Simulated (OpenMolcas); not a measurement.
**Tc: effect of the active space**

```json
{"Program": "OpenMolcas 26.06", "Method": "SS-CASPT2 or its RAS form, IPEA 0.25 Eh, imaginary shift 0.1 Eh", "Basis": "ANO-RCC-VDZP", "Scalar Hamiltonian": "DKH2, point nucleus", "Spin-orbit coupling": "state interaction with AMFI integrals over the reference wave functions, term energies averaged over their components"}
```

A. 5 electrons in 5 orbitals (4d); 2S+1 = 6 even, 1 root; 2S+1 = 4 even, 24 roots; 2S+1 = 2 even, 75 roots (67 in the spin-orbit step); closed shells correlated: 4s 4p 5s; CASPT2 step of the order of 14 core-seconds
B. 7 electrons in 9 orbitals (RAS2 4d 5s; RAS3 5p, at most 2 electrons); 2S+1 = 6 even, 6 roots; 2S+1 = 4 even, 64 roots kept (CI in the orbitals of an earlier block); 2S+1 = 2 even, 83 roots kept (CI in the orbitals of an earlier block); 2S+1 = 6 odd, 38 roots; 2S+1 = 8 odd, 3 roots kept (CI in the orbitals of an earlier block); 2S+1 = 4 odd, 3 roots kept (CI in the orbitals of an earlier block); closed shells correlated: 4s 4p; CASPT2 step of the order of 6 core-minutes

Energies in eV above 4d⁵ 5s² ⁶S_5/2.

```
                Level       A       B
       4d⁵ 5s² ⁶S_5/2  0.0000  0.0000
       4d⁵ 5s² ⁴G_5/2   2.552   2.620
       4d⁵ 5s² ⁴G_7/2   2.570   2.622
      4d⁵ 5s² ⁴G_11/2   2.576   2.619
       4d⁵ 5s² ⁴G_9/2   2.581   2.622
       4d⁵ 5s² ⁴P_1/2   2.785   3.535
       4d⁵ 5s² ⁴D_7/2   2.940   3.253
       4d⁵ 5s² ⁴D_1/2   2.997   3.239
4d⁵ 5s² ⁴D_3/2 [70 %]   3.038   3.244
```

The spin-orbit steps hold different terms of 4d⁵ 5s² (B lacks ²D, a ²F, ²G, ²H, ²S), which shifts levels as well.

Between A and B the level of the table that moves most is 4d⁵ 5s² ⁴P_1/2, by 6100 cm-1 (lowest in A, highest in B). Moves below CASPT2's spread within the term are not significant.

CASPT2 breaks the degeneracy within a term, and the mean is taken; among the terms shown or strongly mixed into the levels shown the widest spread is 290 cm-1 (4d⁵ 5s² ⁴G, B). Some high roots are left out of the spin-orbit mixing, which shifts the levels that they would mix with (holds for A). With the s shell closed, the reference lacks s² → p², s² → d² and s → d mixing, so excited terms can stand far too high and out of order, with CASPT2 too (holds for A). Terms from blocks run as CI alone lack orbitals of their own (holds for B). Configurations are named by rounded mean occupations; where the s occupation lies near a half they are strongly mixed, a name can repeat and a true partner stay unpaired (holds for B). Only configurations of the active space appear. Levels that lie high or do not pair safely by name in every column are left out.

A share in square brackets marks a mixed level and gives the weight of the term that names it, the lowest over the columns.
